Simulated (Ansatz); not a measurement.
System: CuCl2 (charge 0, doublet). The spin state was set by rule; other spins were not relaxed. SMILES: [Cl][Cu][Cl]
Geometry: optimised at B3LYP-D3(BJ)/def2-TZVP (Ansatz, an electronic-structure program).

Computed values are from Ansatz. Correlated levels leave the core frozen unless marked. UHF or UKS for open shells. No spin-orbit coupling. Frozen are the shells of the preceding noble gas and the d and f shells that filled before the atom's block. No relativistic terms. CBS marks a two-point X^-3 extrapolation of the correlation energy; Hartree-Fock from the larger set. [CCSD(T)-MP2]/basis is that difference in the basis named.

**Question.** What is the dipole moment at CCSD(T)/def2-SVPD?

**Answer.** 0.00 D.

**Question.** What is the atomisation energy De at RI-MP2/CBS(def2-TZVPPD,def2-QZVPPD)+[CCSD(T)-MP2]/def2-TZVPPD?

**Answer.** 582.8 kJ/mol.

**Question.** What is the total energy at RI-MP2/CBS(def2-TZVPPD,def2-QZVPPD)+[CCSD(T)-MP2]/def2-TZVPPD?

**Answer.** -2559.0860 Eh.

**Question.** What is the T1 diagnostic at CCSD/def2-TZVPPD?

**Answer.** 0.031.
